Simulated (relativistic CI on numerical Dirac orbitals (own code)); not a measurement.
# V⁴⁺ in a cubic cluster: 2p photoemission with charge transfer

Computed with a charge-transfer multiplet model of a cubic metal-ligand cluster with up to 2 ligand holes, Slater and spin-orbit integrals from Dirac-Coulomb-Breit ions, Slater integrals scaled by 0.8. The ground state mixes d1 with configurations of k ligand holes L, whose averages lie at kΔ + k(k − 1)U_dd/2; a core hole lowers each added d electron by U_cd. 20 K, Lorentzian 0.6 eV and Gaussian 0.8 eV FWHM.

Atomic integrals in eV (Slater integrals scaled, ζ unscaled), ground: F2dd 8.057, F4dd 5.049, zeta_d 0.029; with the core hole: F2dd 8.057, F4dd 5.049, zeta_d 0.047, zeta_core 4.606, F2cd 5.989, G1cd 4.613, G3cd 2.623. Where a configuration has fewer than two d electrons, the dd integrals are those of d2.

Cluster parameters (eV): Δ = 3, U_dd = 4.8, U_cd = 5.9, 10Dq(ligand) = 0.5, V(eg) = 2.1, V(t2g) = -1.02, final-state hopping factor = 1.

```csv
Case,n_d,d1,d2L,d3L2,S
10Dq = -0.25 eV,1.63,0.45,0.47,0.08,0.50
10Dq = 0.35 eV,1.61,0.47,0.46,0.08,0.50
10Dq = 0.65 eV,1.60,0.47,0.45,0.08,0.50
```

Weights, n_d and S are thermal averages at 20 K. Binding energies count from the first peak over 30 % of the highest in each spectrum, which can be another peak from case to case. The parameters are a model scan and need not match a compound or its usual spin state. A negative ionic 10Dq is a model choice; hopping adds the covalent part of the field. Peaks in eV (height, largest 100):
- 10Dq = -0.25 eV: 0.0 (100), 2.3 (15), 7.8 (45), 9.5 (30), 17.0 (8)
- 10Dq = 0.35 eV: 0.0 (100), 2.7 (13), 7.8 (46), 9.6 (27), 17.0 (8)
- 10Dq = 0.65 eV: 0.0 (100), 2.9 (13), 7.8 (46), 9.5 (26), 17.0 (8)

For the case 10Dq = 0.35 eV, Δ = 3 eV is smaller than U_dd = 4.8 eV, the charge-transfer side of the Zaanen-Sawatzky-Allen scheme. With the core hole the average of the configuration with one ligand hole lies at Δ − U_cd = -2.9 eV before mixing: the effective hopping of about 4.5 eV (from the holes of the mixed ground state) is comparable with this gap or larger, so the configurations mix strongly.
